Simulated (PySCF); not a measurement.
# Dipole response of Fe²⁺ (iron, charge +2)

[Ar] 3d6, high-spin 5D determinant. All numbers are calculated (PySCF 2.14, the spin-free X2C one-electron Hamiltonian (Gaussian nucleus), in ANO-RCC-VTZP). Coupled (time-dependent) response in atomic units; α is the mean over directions. The basis has no added diffuse functions, which lowers α and C₆.

| method | mean α (bohr³) | α xx, yy, zz | C₆ (like pair) | S(−4) |
| --- | --- | --- | --- | --- |
| UHF | 2.974 | 3.157, 3.157, 2.609 | 8.461 | 4.626 |
| PBE | 3.748 | 4.008, 4.008, 3.228 | 10.61 | 10.29 |
| PBE0 | 3.458 | 3.688, 3.688, 2.998 | 9.820 | 7.787 |

S(−4) is the Cauchy moment in α(ω) = α(0) + S(−4) ω² + …

α(iu) at PBE:

```
u (hartree)  α(iu) (bohr³)
          0          3.748
     0.0500          3.722
      0.100          3.650
      0.200          3.406
      0.300          3.109
      0.500          2.580
      0.750          2.123
       1.00          1.811
       1.50          1.381
       2.00          1.077
       3.00         0.6852
       5.00         0.3319
```

A single London oscillator, α(iu) = α/(1 + u²/ω²), gives C₆ = (3/4) ω α². Matching the computed C₆ needs ω = 4 × 10.61 / (3 × 3.748²) = 1.01 hartree.

For an ion, C₆ is the dispersion term alone; charge-induced terms of lower order in 1/R come first.

The components differ because the open shell of this determinant is not spherical; for a pure term their mean is the scalar polarisability.
